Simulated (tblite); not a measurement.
Species: C5H9OSi (doublet state).
Atom-mapped SMILES: `[O:1][CH2:2][C@H:3]1[CH:4]=[CH:5][CH2:6][SiH2:7]1` (hydrogens: H8, H9 on C2; H10 on C3; H11 on C4; H12 on C5; H13, H14 on C6; H15, H16 on Si7)
Bond orders are those of one Lewis drawing.

Computed with GFN2-xTB (tblite), gas phase: L-BFGS steps from a force-field or distance-geometry start until the largest atomic force falls under 0.01 eV/Å.

Geometry at step 23:
```
atom  x, y, z in Å
O1      0.8604   -0.1508    1.7168
C2      1.6448   -0.3453    0.6890
C3      0.8563    0.0983   -0.6391
C4     -0.0369   -1.0104   -0.9913
C5     -1.2931   -0.9491   -0.5204
C6     -1.6366    0.1772    0.3776
Si7    -0.2792    1.4789    0.0436
H8      2.4922    0.3738    0.6738
H9      2.0367   -1.3774    0.5902
H10     1.5993    0.3237   -1.3975
H11     0.3369   -1.8425   -1.5725
H12    -2.0259   -1.7100   -0.7480
H13    -1.4773   -0.1759    1.4029
H14    -2.6837    0.4607    0.3134
H15    -0.6201    2.3655   -1.0869
H16     0.2185    2.2923    1.1372
```

Question: What forces act on the atoms?

Answer: 
```json
{"atom": "O1", "Fx (eV/Å)": "-0.061", "Fy (eV/Å)": "0.033", "Fz (eV/Å)": "-0.073"}
{"atom": "C2", "Fx (eV/Å)": "0.061", "Fy (eV/Å)": "0.046", "Fz (eV/Å)": "0.088"}
{"atom": "C3", "Fx (eV/Å)": "0.093", "Fy (eV/Å)": "-0.001", "Fz (eV/Å)": "0.114"}
{"atom": "C4", "Fx (eV/Å)": "-0.036", "Fy (eV/Å)": "0.141", "Fz (eV/Å)": "-0.082"}
{"atom": "C5", "Fx (eV/Å)": "0.112", "Fy (eV/Å)": "-0.046", "Fz (eV/Å)": "0.037"}
{"atom": "C6", "Fx (eV/Å)": "-0.014", "Fy (eV/Å)": "-0.057", "Fz (eV/Å)": "0.005"}
{"atom": "Si7", "Fx (eV/Å)": "-0.006", "Fy (eV/Å)": "-0.013", "Fz (eV/Å)": "0.074"}
{"atom": "H8", "Fx (eV/Å)": "0.003", "Fy (eV/Å)": "-0.088", "Fz (eV/Å)": "-0.002"}
{"atom": "H9", "Fx (eV/Å)": "-0.053", "Fy (eV/Å)": "0.049", "Fz (eV/Å)": "-0.033"}
{"atom": "H10", "Fx (eV/Å)": "0.028", "Fy (eV/Å)": "-0.067", "Fz (eV/Å)": "-0.087"}
{"atom": "H11", "Fx (eV/Å)": "-0.046", "Fy (eV/Å)": "0.027", "Fz (eV/Å)": "-0.015"}
{"atom": "H12", "Fx (eV/Å)": "-0.031", "Fy (eV/Å)": "0.003", "Fz (eV/Å)": "0.031"}
{"atom": "H13", "Fx (eV/Å)": "0.072", "Fy (eV/Å)": "0.002", "Fz (eV/Å)": "0.041"}
{"atom": "H14", "Fx (eV/Å)": "-0.029", "Fy (eV/Å)": "0.068", "Fz (eV/Å)": "-0.085"}
{"atom": "H15", "Fx (eV/Å)": "-0.064", "Fy (eV/Å)": "-0.081", "Fz (eV/Å)": "-0.017"}
{"atom": "H16", "Fx (eV/Å)": "-0.029", "Fy (eV/Å)": "-0.015", "Fz (eV/Å)": "0.005"}
```

The largest, 0.17 eV/Å, acts on C4; the rms over all components is 0.058 eV/Å. The forces sum to zero within rounding, as they must for an isolated molecule in no field.

Question: Give the force on C4 in Eh/bohr and in nN.

Answer: 0.167 eV/Å ÷ 51.422 = 0.00325 Eh/bohr, and 0.167 eV/Å × 1.602 = 0.27 nN.

Question: How far is this geometry from the end of the optimisation?

Answer: 0.031 eV above it, and 0.114 Å rms away after alignment. The bonds farthest from their final lengths, with half the difference of the two atoms' forces along the bond (positive lengthens):

| bond | now (Å) | final (Å) | force along bond (eV/Å) |
| --- | --- | --- | --- |
| C2–C3 | 1.607 | 1.599 | -0.03 |
| Si7–H15 | 1.477 | 1.483 | +0.02 |
| C2–H8 | 1.111 | 1.107 | -0.06 |
| O1–C2 | 1.307 | 1.312 | -0.03 |
| C3–Si7 | 1.914 | 1.917 | +0.02 |
| C5–C6 | 1.481 | 1.478 | 0.00 |

The angle farthest from its final value is C6–Si7–H15, 112.3° against 107.1°.

The cost below is that of the whole relaxation. Hardware: one thread, AMD EPYC 7R43 (x86_64), on a shared host. Cost: 0.59 s of wall time.
